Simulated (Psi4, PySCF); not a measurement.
Interaction energy of CH2O2 ··· O2S (SMILES O=CO and O=S=O). Monomers: optimised at B3LYP-D3(BJ) (def2-TZVP), held rigid. Orientation: lowest of the rigid-body minima from ten starts at GFN2-xTB. R is the distance of the centres of mass, along which the second monomer moves. The table gives interaction energies.

```csv
R / Å,A,B,C
2.51,4.10,5.90,-0.30
2.72,-3.06,-2.82,-5.85
2.89,-5.36,-5.89,-7.87
3.14,-6.20,-7.13,-8.47
3.38,-5.78,-6.69,-7.66
3.72,-4.60,-5.31,-5.90
4.19,-3.01,-3.30,-3.80
4.95,-1.42,-1.25,-1.89
5.93,-0.59,-0.51,-0.87
7.19,-0.25,-0.23,-0.39
```

Energies in kcal/mol.

**Question.** Match the curves with the methods PBE-D3(BJ)/def2-TZVP, counterpoise-corrected run with Psi4; PySCF with restricted B3LYP/6-31G*, spherical d, no counterpoise correction; SAPT0/jun-cc-pVDZ, frozen core (Psi4).

**Answer.** A is PBE-D3(BJ)/def2-TZVP; B is RKS-B3LYP/6-31G*; C is SAPT0/jun-cc-pVDZ.
